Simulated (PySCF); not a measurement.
Method: PySCF, PBE0, basis Os def2-TZVP with ECP60, H def2-TZVP (scalar-relativistic core potentials, no spin–orbit coupling, density fitting).

Each entry is the lowest minimum that a search over a few typed start shapes (and spin states, where more than one is plausible) found, or that minimum re-optimised at the stated level; isomers with ligand–ligand bonds, or fragments after loss of a ligand pair, can lie lower. Open shells are unrestricted.

OsH₃ is a doublet of C3v symmetry with Os–H 1.583 Å (×3); H–Os–H 103.8° (×3). Its wavenumbers are 711, 731 (×2), 2266 (×2), 2304 cm⁻¹.

**Question.** What changes when one electron is removed, giving OsH₃⁺?

**Answer.** It costs 8.26 eV between the minima (8.23 eV with zero-point energy). OsH₃⁺ is a triplet of Cs symmetry with Os–H 1.573 Å (×3); H–Os–H 52.7°, H–Os–H 87.0° (×2); wavenumbers 245, 584, 714, 2317, 2339, 2342 cm⁻¹.

With open d or f shells other occupations or spin states may lie lower. No spin–orbit coupling is included, which matters more the heavier the element.
